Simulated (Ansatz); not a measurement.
Input for Ansatz (an electronic-structure program): U-r2SCAN/def2-TZVPP on AlBrH2 (SMILES [AlH2][Br]), a point of a bond scan (R = 5.214 Å).

Ansatz 0.2 input:
```yaml
crystal:
  periodic: [false, false, false]
  atoms:
    - {symbol: Al, position_ang: [-0.83541046, -1.29867282, 0.20638148]}
    - {symbol: H, position_ang: [-0.32444596, -2.32948796, 1.27376836]}
    - {symbol: H, position_ang: [-2.12574011, -1.47940621, -0.66846947]}
    - {symbol: Br, position_ang: [1.96072505, 3.04801107, -0.48438145]}
basis:
  gaussian:
    orbitals: def2-TZVPP
hamiltonian:
  xc: {name: r2SCAN}
magnetization: {spin_polarized: true, initial_magnetization: 0}
```

It printed:

```
WARN ansatz: RAYON_NUM_THREADS=1 ignored (pool sized by the plan → 1); use --threads N
Functional definition: r2SCAN
integrals: 0.03 GiB planned
763 factors; their error is unknown
mean field: 0.35 GiB planned
mean field evaluation 1: about -76667.7739 eV, gradient 1.7e1 eV
mean field evaluation 2: about -76459.7828 eV, gradient 7.7e1 eV
mean field evaluation 4: about -76589.7849 eV, gradient 4.8e1 eV
mean field evaluation 8: about -76671.0904 eV, gradient 8.8e0 eV
mean field evaluation 16: about -76671.6829 eV, gradient 1.1e0 eV
mean field evaluation 32: about -76671.9406 eV, gradient 2.0e-5 eV
mean field evaluation 64: about -76668.0985 eV, gradient 1.4e1 eV
mean field evaluation 96: about -76671.6883 eV, gradient 6.7e-3 eV
mean field evaluation 128: about -76671.6448 eV, gradient 1.5e0 eV
mean field -76671.94059604 eV, -2817.6418467965 hartree, gradient 2.5e-6 eV, S^2 0.661665; 17 other end points of the search recorded, 0 dependent functions left out
reference -76671.94061335 eV, -2817.6418474325 hartree; 25, 25 occupied and 93, 93 virtual orbitals, 763 factors
Total energy: -76671.94061335 eV, -2817.6418474325 hartree
```

The run converged. Its determinant has ⟨S²⟩ = 0.66, a mixture of spin states.

Cost: about 40 core-seconds (a rough figure).
